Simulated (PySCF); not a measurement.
Computed magnetic data of one metal complex (SC-NEVPT2 in the d shell, PySCF, with spin-orbit coupling):

| T / K | χT / cm³ K mol⁻¹ | μeff / μB |
| --- | --- | --- |
| 2 | 0.339 | 1.65 |
| 5 | 0.340 | 1.65 |
| 10 | 0.341 | 1.65 |
| 20 | 0.343 | 1.66 |
| 30 | 0.346 | 1.66 |
| 50 | 0.351 | 1.68 |
| 75 | 0.357 | 1.69 |
| 100 | 0.364 | 1.71 |
| 150 | 0.377 | 1.74 |
| 200 | 0.390 | 1.76 |
| 250 | 0.402 | 1.79 |
| 300 | 0.415 | 1.82 |

Powder magnetisation at 2 K: 0.15 μB at 0.5 T, 0.29 μB at 1 T, 0.54 μB at 2 T, 0.71 μB at 3 T, 0.88 μB at 5 T, 0.93 μB at 7 T.

**Question.** Which of these complexes, all computed at model or optimised geometries, gave the data?
A. TiI3 (d1, trigonal planar)
B. CuBr2 (d9, linear)
C. [NbI6]2- (d1, octahedral)
D. [Ti(NH2)4]- (d1, tetrahedral)

**Answer.** A. TiI3 (d1, trigonal planar) has NEVPT2: 2S+1 = 2, 1.82 μB at 300 K, 1.65 μB at 10 K, 0.93 μB at 7 T. The others: [Ti(NH2)4]- (d1, tetrahedral) has NEVPT2: 2S+1 = 2, 1.75 μB at 300 K, 1.71 μB at 10 K, 0.97 μB at 7 T; CuBr2 (d9, linear) has NEVPT2: 2S+1 = 2, 2.86 μB at 300 K, 2.54 μB at 10 K, 1.44 μB at 7 T; [NbI6]2- (d1, octahedral) has NEVPT2: 2S+1 = 2, 1.06 μB at 300 K, 0.21 μB at 10 K, 0.01 μB at 7 T.

The d shell alone is too small an active space for CuBr2 (Cu(II) with such soft donors has much ligand-hole, Cu(I)-like character): its levels, fitted parameters, g values and moments show what this model gives and aren't sound predictions.

The d shell alone is too small an active space for [NbI6]2- (an active orbital has only 0.60 squared overlap with the free ion's shell): its levels, fitted parameters, g values and moments show what this model gives and aren't sound predictions.

On TiI3: No frequencies were computed for the optimised geometry.
